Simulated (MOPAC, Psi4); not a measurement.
Interaction energy of CO ··· H6Si2 (SMILES [C-]#[O+] and [SiH3][SiH3]). Monomers: optimised at B3LYP-D3(BJ) (def2-TZVP), held rigid. Orientation: lowest of the rigid-body minima from ten starts at GFN2-xTB. R is the distance of the centres of mass, along which the second monomer moves. The table gives interaction energies.

```csv
R / Å,A,B,C
2.66,125.80,84.70,51.90
2.90,68.83,42.71,31.06
3.06,45.19,25.77,22.56
3.26,26.18,12.65,13.93
3.48,14.01,4.81,7.89
3.65,8.49,1.61,5.33
3.94,3.50,-0.77,2.98
4.29,1.13,-1.35,1.48
4.80,0.18,-1.02,0.49
5.46,0.00,-0.52,0.09
6.46,0.00,-0.19,-0.03
7.76,0.00,-0.06,-0.03
```

Energies in kJ/mol.

### Question
Assign the columns to these levels of theory: HF/aug-cc-pVDZ, counterpoise-corrected in Psi4; PM3, restricted, heats of formation (MOPAC); SAPT0/jun-cc-pVDZ, frozen core (Psi4).

### Answer
A is HF/aug-cc-pVDZ; B is SAPT0/jun-cc-pVDZ; C is PM3.
